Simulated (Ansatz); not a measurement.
`B[SiH](B)CF` + `N/C=[CH]/[SnH3]` → `B[SiH2]CF` + `B/C(N)=[CH]/[SnH3]`  (redistribution)

Gas-phase electronic energies from Ansatz, PBE0-D4/def2-TZVP geometries. CCSD(T)/CBS is the MP2 limit (def2-TZVPP, def2-QZVPP) plus CCSD(T) − MP2 in def2-TZVPP, frozen cores. Double bonds are as drawn, so ΔE can hold a change between cis and trans. DFT in def2-TZVPP. def2 core potentials past Kr. For Sn outer-core shells are correlated without core-valence functions, which leaves a few kJ/mol of doubt a bond. Each species was taken in one conformer, which may not be the lowest.

`B[SiH](B)CF`:

Cartesian coordinates in Å:
```
B 0.805 -1.750 0.171
Si -0.134 -0.111 -0.509
B 1.324 1.263 -0.625
C -1.584 0.433 0.604
F -1.110 0.689 1.887
H 0.692 -2.116 1.303
H 1.533 -2.364 -0.551
H -0.679 -0.379 -1.877
H 2.146 1.190 -1.490
H 1.425 2.143 0.178
H -2.355 -0.342 0.677
H -2.064 1.344 0.233
```

`N/C=[CH]/[SnH3]`:

Z-matrix (Å, degrees):
```
Sn
C 1 2.100
H 1 1.712 2 111.9
H 1 1.712 2 111.5 3 -120.3
H 1 1.711 2 107.5 3 119.9
C 2 1.339 1 121.6 3 -117.8
H 2 1.088 1 119.5 3 61.1
N 6 1.374 2 126.7 1 175.8
H 6 1.089 2 120.5 1 -0.9
H 8 1.007 6 116.9 2 16.1
H 8 1.005 6 117.1 2 156.7
```

`B[SiH2]CF`:

Z-matrix (Å, degrees):
```
Si
C 1 1.898
B 1 2.011 2 112.6
H 1 1.492 2 109.0 3 -121.1
H 1 1.491 2 109.1 3 121.5
F 2 1.391 1 111.4 3 179.9
H 2 1.096 1 110.9 3 59.5
H 2 1.096 1 110.9 3 -59.7
H 3 1.196 1 119.4 2 179.4
H 3 1.196 1 123.5 2 -0.7
```

`B/C(N)=[CH]/[SnH3]`:

Z-matrix (Å, degrees):
```
Sn
C 1 2.120
H 1 1.715 2 109.3
H 1 1.706 2 109.9 3 -119.9
H 1 1.708 2 111.6 3 119.1
C 2 1.358 1 126.4 3 -22.4
H 2 1.083 1 117.3 3 157.0
N 6 1.378 2 124.3 1 -5.1
B 6 1.544 2 116.9 1 172.9
H 8 1.005 6 116.5 2 160.2
H 8 1.008 6 118.7 2 17.3
H 9 1.193 6 119.5 2 11.6
H 9 1.200 6 120.6 2 -166.8
```

Q: Is it downhill or uphill in electronic energy at CCSD(T)/CBS, and by how much? (Best estimate.)

A: Computed: Downhill: ΔE = -0.41 eV.

Q: What do these levels give: PBE-D4, r2SCAN-D4, ωB97M-V, PBE0, MP2/def2-TZVPP, SCS-MP2/def2-TZVPP, CCSD(T)/def2-TZVPP, HF/def2-QZVPP, MP2/def2-QZVPP, SCS-MP2/def2-QZVPP, HF/CBS(def2), MP2/CBS(def2)? (Best estimate.)

A: Computed: PBE-D4 -0.35, r2SCAN-D4 -0.36, ωB97M-V -0.40, PBE0 -0.33, MP2/def2-TZVPP -0.46, SCS-MP2/def2-TZVPP -0.44, CCSD(T)/def2-TZVPP -0.40, HF/def2-QZVPP -0.35, MP2/def2-QZVPP -0.47, SCS-MP2/def2-QZVPP -0.45, HF/CBS(def2) -0.35, MP2/CBS(def2) -0.47 eV.

Largest T1 diagnostic among the species: 0.014.

In def2-TZVPP, CCSD(T) changes the Hartree–Fock value by −0.05 eV (the triples alone add −0.03 eV) and MP2 by −0.11 eV.
